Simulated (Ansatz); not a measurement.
The first iterations of a band of BFH2O2 + H2 (8 atoms, charge 0, multiplicity 1).

Method: RKS B3LYP-D4/6-31G* (Ansatz).

```
movable images  : 2
climbing image  : yes
spring          : 5.0 eV/Å²
optimiser       : quadratic models (default)
start path      : through a guess of the saddle point
force threshold : 0.05 eV/Å
iteration limit : 60
end points      : relaxed
```

Image 0:

```xyz
8
Properties=species:S:1:pos:R:3
B -0.165 -0.686 -0.129
O 0.027 -0.379 1.192
H -0.812 -0.243 1.656
O 0.885 -0.914 -0.957
H 1.726 -0.825 -0.487
F -1.401 -0.771 -0.633
H 0.253 2.944 1.414
H 0.297 2.203 1.364
```

Image 3:

```xyz
8
Properties=species:S:1:pos:R:3
B 0.126 0.372 -0.470
O 0.046 0.168 2.101
H -0.862 -0.098 1.892
O 1.279 -0.238 -0.817
H 1.186 -1.204 -0.839
F -1.019 -0.337 -0.371
H 0.086 1.559 -0.404
H -0.030 1.107 2.328
```

| iteration | highest image above the first end (eV) | largest band force component (eV/Å) |
| --- | --- | --- |
| 1 | 3.466 | 13.282 |
| 2 | 2.068 | 3.139 |
| 3 | 2.071 | 1.332 |
| 4 | 2.083 | 0.871 |
| 5 | 1.879 | 1.984 |
| 6 | 1.822 | 0.814 |
| 7 | 1.686 | 0.528 |

**Question.** Does the band converge within its limit, and where does its top end?

**Answer.** The forces met the threshold. It ended after 21 iterations with the highest image 1.437 eV above the first end. The order of the point at the top wasn't checked. A band with more images between the same ends climbed to 2.45 eV, so this one has probably stepped over the top. So few images can step over the top or miss a turn of the path. The orbitals stay closed-shell, which can raise the energy where a bond breaks towards radicals; this wasn't checked here.

Time of the run: 100 s on 1 thread of Intel(R) Xeon(R) Platinum 8259CL CPU @ 2.50GHz (Skylake/Cascade Lake) (shared host), peak memory 0.14 GiB.
